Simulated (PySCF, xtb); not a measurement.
B(F)(H)(SeH) (BFH2Se), SMILES FB[SeH]. One conformer was computed; it need not be the lowest.

Harmonic wavenumbers (cm⁻¹) from GFN2-xTB (xtb 6.7.1) at its own minimum, in rising order: 273, 354, 617, 668, 702, 1026, 1230, 2069, 2646.

**Question.** What does B3LYP-D3(BJ)/def2-TZVP in PySCF give at its own minimum? (An estimate is asked for; the answer gives what the named calculation found.)

**Answer.** 285, 378, 633, 770, 809, 1090, 1292, 2417, 2660. Paired by order, the mean absolute difference is 83 cm⁻¹ and the zero-point energies are 13.7 and 14.8 kcal/mol.
